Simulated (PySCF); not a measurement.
## [CeOCl]+ at several levels of theory

Computed with PySCF 2.14.0 (density fitting, no spin-orbit coupling) at the geometry relaxed with PBE0:

```xyz
3
[CeOCl]+ (singlet)
Ce    0.2695    0.0000   -0.5170
O     1.6196    0.0000    0.6567
Cl   -1.7298    0.0000    0.8786
```

```json
{"level": "PBE0", "basis": "Ce lcecp-2-SVP with ECP46, O def2-SVP, Cl def2-SVP", "state": "singlet", "HOMO (eV)": "–", "gap (eV)": "–", "charge on Ce1 (e)": "1.46", "population of f-type functions on Ce1 (polarisation alone where 4f lies in the core)": "0.16", "dipole about the centre of mass (D)": "6.67", "largest force component (eV/Å)": "0.00"}
{"level": "wB97X", "basis": "the same", "state": "singlet", "HOMO (eV)": "–", "gap (eV)": "–", "charge on Ce1 (e)": "1.51", "population of f-type functions on Ce1 (polarisation alone where 4f lies in the core)": "0.17", "dipole about the centre of mass (D)": "7.15", "largest force component (eV/Å)": "0.53"}
{"level": "PBE0", "basis": "Ce lcecp-2-TZVP with ECP46, O def2-TZVP, Cl def2-TZVP", "state": "singlet", "HOMO (eV)": "–", "gap (eV)": "–", "charge on Ce1 (e)": "1.71", "population of f-type functions on Ce1 (polarisation alone where 4f lies in the core)": "0.15", "dipole about the centre of mass (D)": "6.55", "largest force component (eV/Å)": "0.17"}
```

In the lcecp rows the 4f levels are missing from HOMO and gap, and the state counts the valence alone.

Charges are Mulliken's, which hang on the basis. The relaxation used the grid (50, 194), these runs (75, 302) or, all-electron (x2c bases, spin-free X2C Hamiltonian), (99, 590).

Task: What does B3LYP with Ce lcecp-2-SVP with ECP46, O def2-SVP, Cl def2-SVP give here?

Result: state singlet, charge on Ce1 (e) 1.41, population of f-type functions on Ce1 (polarisation alone where 4f lies in the core) 0.15, dipole about the centre of mass (D) 6.54, largest force component (eV/Å) 0.69. Time: 1.7 s on 2 threads of Arm Neoverse V2 (shared host), from an already converged density.
